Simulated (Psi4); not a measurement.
Cl4Hf, charge +1, doublet, geometry from GFN2-xTB (such geometries of metal compounds can be far from the true shape) (the multiplicity is a formal guess) (core potentials on Hf); PBE/def2-SV(P) run with Psi4.

The Psi4 input:
```
memory 2 GB

molecule {
1 2
  Hf    0.08059217    0.15974524   -0.31583395
  Cl    1.88800078   -1.40121046   -0.41401023
  Cl    0.89132428    0.80531236    1.70529365
  Cl   -1.81572992    1.54446166    0.13078682
  Cl   -1.30492670   -1.62513166   -0.08442056
}

set basis def2-sv(p)
set reference uks

energy('pbe')
print_variables()
```

What the program printed (banner, timings and long lists left out):

```
   => Loading Basis Set <=

    Name: DEF2-SV(P)
    Role: ORBITAL
    Keyword: BASIS

    !!!  WARNING: ECP capability is in beta. Please check occupations closely.  !!!

         ---------------------------------------------------------
                                   SCF
               by Justin Turney, Rob Parrish, Andy Simmonett
                          and Daniel G. A. Smith
                              UKS Reference
         ---------------------------------------------------------

  ==> Geometry <==

    Molecular point group: c1
    Full point group: C1

    Geometry (in Angstrom), charge = 1, multiplicity = 2:

       Center              X                  Y                   Z               Mass
    ------------   -----------------  -----------------  -----------------  -----------------
         HF           0.072567985503     0.143840154577    -0.284387838410   179.946557000000
         CL           1.879976595503    -1.417115545423    -0.382564118410    34.968852682000
         CL           0.883300095503     0.789407274577     1.736739761590    34.968852682000
         CL          -1.823754104497     1.528556574577     0.162232931590    34.968852682000
         CL          -1.312950884497    -1.641036745423    -0.052974448410    34.968852682000

  Running in c1 symmetry.

  Rotational constants: A =      0.05117  B =      0.03493  C =      0.02632 [cm^-1]
  Rotational constants: A =   1534.02970  B =   1047.26630  C =    789.20065 [MHz]
  Nuclear repulsion =  448.574372453493538

  Charge       = 1
  Multiplicity = 2
  Electrons    = 79
  Nalpha       = 40
  Nbeta        = 39

  ==> Algorithm <==

  SCF Algorithm Type is DF.
  DIIS enabled.
  MOM disabled.
  Fractional occupation disabled.
  Guess Type is SAD.
  Energy threshold   = 1.00e-06
  Density threshold  = 1.00e-06
  Integral threshold = 1.00e-12

  ==> Primary Basis <==

  Basis Set: DEF2-SV(P)
    Blend: DEF2-SV(P)
    Number of shells: 43
    Number of basis functions: 97
    Number of Cartesian functions: 103
    Spherical Harmonics?: true
    Max angular momentum: 2

  Core potential: DEF2-SV(P)
    Number of shells: 4
    Number of ECP primitives: 10
    Number of ECP core electrons: 60
    Max angular momentum: 3

  ==> DFT Potential <==

   => LibXC <=

    Version 7.1.2
    S. Lehtola, C. Steigemann, M. J. T. Oliveira, and M. A. L. Marques,  SoftwareX 7, 1–5 (2018) (10.1016/j.softx.2017.11.002)

   => Composite Functional: PBE <=

    PBE GGA Exchange-Correlation Functional

    J.P. Perdew et. al., Phys. Rev. Lett., 77(18), 3865-3868, 1996

    Deriv               =              1
    GGA                 =           TRUE
    Meta                =          FALSE

    Exchange Hybrid     =          FALSE
    MP2 Hybrid          =          FALSE

   => Exchange Functionals <=

    1.0000     XC_GGA_X_PBE

   => Correlation Functionals <=

    1.0000     XC_GGA_C_PBE

   => LibXC Density Thresholds  <==

    XC_GGA_C_PBE:  1.00E-12
    XC_GGA_X_PBE:  1.00E-15

   => Molecular Quadrature <=

    Radial Scheme          =       TREUTLER
    Pruning Scheme         =           NONE
    Nuclear Scheme         =       TREUTLER

    Blocking Scheme        =         OCTREE
    BS radius alpha        =              1
    Pruning alpha          =              1
    Radial Points          =             75
    Spherical Points       =            302
    Total Points           =         108316
    Total Blocks           =            922
    Max Points             =            256
    Max Functions          =             88
    Weights Tolerance      =       1.00E-15

   => Loading Basis Set <=

    Name: (DEF2-SV(P) AUX)
    Role: JKFIT
    Keyword: DF_BASIS_SCF

  ==> Integral Setup <==

  SCF_SUBTYPE=INCORE selected. In-core MEM_DF algorithm will be used.
  Using in-core AOs.

  ==> MemDFJK: Density-Fitted J/K Matrices <==

    J tasked:                   Yes
    K tasked:                    No
    wK tasked:                   No
[...]

  ==> Iterations <==

                           Total Energy        Delta E     RMS |[F,P]|

   @DF-UKS iter SAD: -1887.48717440252312   -1.88749e+03   0.00000e+00
   @DF-UKS iter   1: -1887.31660681595167    1.70568e-01   3.55719e-03 ADIIS/DIIS
   @DF-UKS iter   2: -1886.72903012030019    5.87577e-01   1.08090e-02 ADIIS/DIIS
   @DF-UKS iter   3: -1887.32380179629126   -5.94772e-01   2.75445e-03 ADIIS/DIIS
   @DF-UKS iter   4: -1887.28042447002304    4.33773e-02   3.41283e-03 ADIIS/DIIS
   @DF-UKS iter   5: -1887.35498080613957   -7.45563e-02   1.82588e-03 ADIIS/DIIS
   @DF-UKS iter   6: -1887.35067388279595    4.30692e-03   1.91190e-03 ADIIS/DIIS
   @DF-UKS iter   7: -1887.37986241912813   -2.91885e-02   5.19382e-04 ADIIS/DIIS
   @DF-UKS iter   8: -1887.38145342765370   -1.59101e-03   2.76590e-04 ADIIS/DIIS
   @DF-UKS iter   9: -1887.38202524649432   -5.71819e-04   9.59743e-05 DIIS
   @DF-UKS iter  10: -1887.38210492807821   -7.96816e-05   1.91337e-05 DIIS
   @DF-UKS iter  11: -1887.38210752377859   -2.59570e-06   7.74660e-06 DIIS
   @DF-UKS iter  12: -1887.38210794853944   -4.24761e-07   2.89514e-06 DIIS
   @DF-UKS iter  13: -1887.38210800875095   -6.02115e-08   1.17616e-06 DIIS
   @DF-UKS iter  14: -1887.38210802092271   -1.21718e-08   6.41907e-08 DIIS
  Energy and wave function converged.

  ==> Post-Iterations <==

   Electrons on quadrature grid:
      Nalpha   =   39.9999768036 ; deviation = -2.320e-05
      Nbeta    =   38.9999823480 ; deviation = -1.765e-05
      Ntotal   =   78.9999591516 ; deviation = -4.085e-05

   @Spin Contamination Metric:   2.285867848E-03
   @S^2 Expected:                7.500000000E-01
   @S^2 Observed:                7.522858678E-01
   @S   Expected:                5.000000000E-01
   @S   Observed:                5.000000000E-01

    Orbital Energies [Eh]
    ---------------------

    Alpha Occupied:

[...]
      40A     -0.483574

    Alpha Virtual:

[...]
    Beta Occupied:

[...]
    Beta Virtual:

[...]
      97A    706.641732

    Final Occupation by Irrep:
              A
    DOCC [    39 ]
    SOCC [     1 ]
    NA   [    40 ]
    NB   [    39 ]

  @DF-UKS Final Energy: -1887.38210802092271

   => Energetics <=

    Nuclear Repulsion Energy =            448.5743724534935382
    One-Electron Energy =               -3498.9230472096182893
    Two-Electron Energy =                1280.8917245828101841
    DFT Exchange-Correlation Energy =    -117.9251578476082329
    Empirical Dispersion Energy =           0.0000000000000000
    VV10 Nonlocal Energy =                  0.0000000000000000
    Total Energy =                      -1887.3821080209227148

  UHF NO Occupations:
  HONO-2 :   38  A 1.9998304
  HONO-1 :   39  A 1.9994350
  HONO-0 :   40  A 1.0000000
  LUNO+0 :   41  A 0.0005650
  LUNO+1 :   42  A 0.0001696
  LUNO+2 :   43  A 0.0001271
  LUNO+3 :   44  A 0.0000519

Computation Completed

Properties will be evaluated at   0.000000,   0.000000,   0.000000 [a0]

Properties computed using the SCF density matrix

 Multipole Moments:

 ------------------------------------------------------------------------------------
     Multipole            Electronic (a.u.)      Nuclear  (a.u.)        Total (a.u.)
 ------------------------------------------------------------------------------------

 L = 1.  Multiply by 2.5417464519 to convert [e a0] to [Debye]
 Dipole X            :         10.5774524          -10.3509092            0.2265433
 Dipole Y            :         20.9660168          -20.5169864            0.4490304
 Dipole Z            :        -41.4521523           40.5643434           -0.8878089
 Magnitude           :                                                    1.0203699

 ------------------------------------------------------------------------------------

  Variable Map:
  ----------------------------------------------------------------------------
[...]
  Array Variable Map:
  ----------------------------------------------------------------------------
[...]
[...]
```
